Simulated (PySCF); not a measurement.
Circular dichroism: SMILES C1=C(C=O)CCCCCCC=1, C₁₀H₁₄O

Geometry (Å), atoms numbered from 1 in this order:
```xyz
25

O     3.1841   -2.2078   -1.0429
C     2.8841   -1.0948   -0.6873
C     1.7256   -0.7887    0.1828
C     1.4816    0.4788    0.4674
C     1.1232    1.7120    0.7114
C     0.1393    2.4781   -0.1497
C    -1.2776    1.8930   -0.1797
C    -1.3498    0.4385   -0.6632
C    -1.3656   -0.6271    0.4485
C    -0.5827   -1.9083    0.1319
C     0.8537   -1.9265    0.6629
H     3.4765   -0.2001   -1.0022
H     1.5308    2.2029    1.6049
H     0.1018    3.5208    0.1998
H     0.5248    2.5137   -1.1825
H    -1.7395    1.9769    0.8193
H    -1.8777    2.5387   -0.8411
H    -2.2498    0.3063   -1.2852
H    -0.5049    0.2514   -1.3468
H    -2.4143   -0.8836    0.6701
H    -0.9740   -0.1953    1.3843
H    -0.5760   -2.0802   -0.9583
H    -1.0992   -2.7794    0.5661
H     0.8286   -1.9143    1.7651
H     1.3539   -2.8590    0.3607
```

Level of theory: TDDFT CAM-B3LYP/def2-SVP circular dichroism and optical rotation, one conformer, gas phase in PySCF 2.14.0. Geometry: PBE0-D3(BJ)/def2-SVP.

No stereocentre is labelled: unless the shape is locked (an allene, a helicene, a hindered biaryl), the mirror image is equally populated and a measured rotation or CD is zero.

(1) List the lowest 12 singlet excitations with oscillator and rotatory strengths.

Results:

(1) Rotatory strengths R in 10⁻⁴⁰ esu² cm², velocity form and length form (origin at the centre of mass); f in length form.
| state | E (eV) | λ (nm) | f | R (velocity) | R (length) | main |
| --- | --- | --- | --- | --- | --- | --- |
| 1 | 3.98 | 312 | 0.0002 | +1.8 | +1.3 | HOMO→LUMO 0.81, HOMO−2→LUMO 0.10 |
| 2 | 5.08 | 244 | 0.0001 | +6.8 | +6.7 | HOMO−2→LUMO 0.75, HOMO→LUMO 0.12 |
| 3 | 5.81 | 214 | 0.276 | +77.1 | +89.1 | HOMO−1→LUMO 0.79, HOMO−1→LUMO+1 0.13 |
| 4 | 5.93 | 209 | 0.046 | -63.3 | -62.7 | HOMO−1→LUMO+1 0.79, HOMO−1→LUMO 0.13 |
| 5 | 6.81 | 182 | 0.356 | +46.6 | +55.3 | HOMO→LUMO+1 0.91 |
| 6 | 7.47 | 166 | 0.028 | +7.7 | +8.0 | HOMO−3→LUMO 0.68, HOMO−2→LUMO+1 0.12 |
| 7 | 7.51 | 165 | 0.001 | +6.1 | +6.2 | HOMO→LUMO+2 0.42, HOMO−4→LUMO 0.20 |
| 8 | 7.60 | 163 | 0.023 | -57.0 | -53.0 | HOMO−2→LUMO+1 0.66 |
| 9 | 7.76 | 160 | 0.006 | -1.0 | +0.7 | HOMO−4→LUMO 0.54, HOMO→LUMO+2 0.12 |
| 10 | 7.92 | 156 | 0.025 | -9.2 | -10.5 | HOMO−5→LUMO 0.73, HOMO−6→LUMO 0.10 |
| 11 | 8.20 | 151 | 0.077 | -37.3 | -41.8 | HOMO−1→LUMO+2 0.52, HOMO−6→LUMO 0.19 |
| 12 | 8.26 | 150 | 0.034 | -9.3 | -8.7 | HOMO−6→LUMO 0.41, HOMO−1→LUMO+2 0.17 |

For state 9 the two forms differ in sign, so the sign of R isn't settled.

Among the states computed, the strongest CD band (largest |R|) is state 3. The largest dissymmetry factor in size, g = 4R/(D+G), with D and G the electric and magnetic dipole strengths, is +0.26 for state 1 (velocity form, f = 4e-05), among bands with |R| over 0.5. The mirror image has the same energies and oscillator strengths and all R with the opposite sign.
